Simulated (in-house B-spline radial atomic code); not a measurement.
How numerical settings move a run on V II (V+), [Ar] 3d4. Computed with a B-spline radial code for spherical atoms: Dirac-Kohn-Sham PBE0, spherical fractional occupations, Fermi nucleus of rms radius 3.6002 fm.

Command:
```bash
python run_scf.py task.json out
```
Settings of the sound reference run:
```
Z                23
electrons        22
configuration    [Ar] 3d4
hamiltonian      dirac
method           pbe0
spin_polarised   False
nucleus          fermi
rms_radius       3.6002
mass_number      51
atomic_mass      50.94396
speed_of_light   137.036
knot_spacing     0.22
spline_order     8
gauss_points     12
box_radius       35.29
max_iterations   70
damping          0.5
damped_steps     3
diis_vectors     10
tolerance        1e-08
start            Thomas-Fermi
```

Cost of the run: 2 s on 1 thread of Arm Neoverse N1 (shared host).

It converges in 10 iterations to -948.598890 hartree, with 3d5/2 at -8.84571 eV. The other runs change the listed settings, some to values that make no sense; their results aren't properties of the atom or ion. Radii are in bohr (the nuclear one in fm), a minus after a letter asks for a j subshell, and «unchanged» means within 1e-8 hartree. The run stops when the residual is below 10 × tolerance × max(1, Z/10), or a noise floor if that is larger, and the energy moves by less than 1e-8 × √|E| hartree; so very loose and very tight tolerances often act alike.

| changed settings | outcome |
| --- | --- |
| gauss_points = 5 | converged in 10 iterations, energy +2.15e-08 hartree from the reference |
| box_radius = 5.29 | converged in 10 iterations, energy +1.86e-02 hartree from the reference, 3d5/2 level +9.1e-01 eV (the program warns: 3d5/2 reaches the box edge; 3p1/2 reaches the box edge) |
| knot_spacing = 0.55, gauss_points = 8, max_iterations = 3, start = bare nucleus | not converged after 3 iterations, last residual 6.0e-01, last energy +8.62e-01 hartree from the reference |
| box_radius = 141.16 | converged in 10 iterations, energy unchanged, 3d5/2 level -3.2e-07 eV |
| gauss_points = 16 | converged in 10 iterations, energy unchanged |
| box_radius = 7.06 | converged in 10 iterations, energy +1.89e-03 hartree from the reference, 3d5/2 level +1.5e-01 eV (the program warns: 3d5/2 reaches the box edge; 3d3/2 reaches the box edge) |
| box_radius = 2.12 | converged in 8 iterations, energy +2.73e+00 hartree from the reference, 3d5/2 level +3.0e+01 eV (the program warns: 3d5/2 has a positive eigenvalue: unbound, held by the box; 3d3/2 has a positive eigenvalue: unbound, held by the box) |
| electrons = 30, configuration = [Ar] 3d4 5s2 5p6, max_iterations = 60 | converged in 17 iterations to -948.0160 hartree, a different physical problem (warning: 3d5/2 has a positive eigenvalue: unbound, held by the box) |
| box_radius = 3.53 | converged in 9 iterations, energy +1.98e-01 hartree from the reference, 3d5/2 level +5.2e+00 eV (the program warns: 3d5/2 reaches the box edge; 3s1/2 reaches the box edge) |
| electrons = 29, configuration = [Ar] 3d11, max_iterations = 75 | stopped with error: shell 3d holds at most 10 electrons |
| damping = 0.95 | converged in 11 iterations, energy unchanged, 3d5/2 level -5.3e-06 eV |
| method = hf, spin_polarised = True | stopped with error: spin polarisation is not served with the Dirac Hamiltonian |
| gauss_points = 5, box_radius = 1.41, max_iterations = 50 | converged in 8 iterations, energy +1.90e+01 hartree from the reference, 3d5/2 level +1.1e+02 eV (the program warns: 3d5/2 has a positive eigenvalue: unbound, held by the box; 3s1/2 has a positive eigenvalue: unbound, held by the box) |
| knot_spacing = 0.75, box_radius = 141.16, max_iterations = 50, damping = 0.8 | converged in 12 iterations, energy +5.87e-01 hartree from the reference, 3d5/2 level +1.2e-03 eV |

Task: What happens with damping = 0.2?

Result: Converged in 12 iterations, energy unchanged, 3d5/2 level +1.7e-05 eV.

Task: What happens with gauss_points = 4?

Result: Converged in 10 iterations, energy -2.16e-07 hartree from the reference.

Task: What happens with box_radius = 10.59?

Result: Converged in 10 iterations, energy +1.60e-05 hartree from the reference, 3d5/2 level +2.4e-03 eV (the program warns: 3d5/2 reaches the box edge; 3d3/2 reaches the box edge).

Task: What happens with max_iterations = 8, damping = 0?

Result: Not converged after 8 iterations, last residual 8.1e-03, last energy +2.53e-03 hartree from the reference.
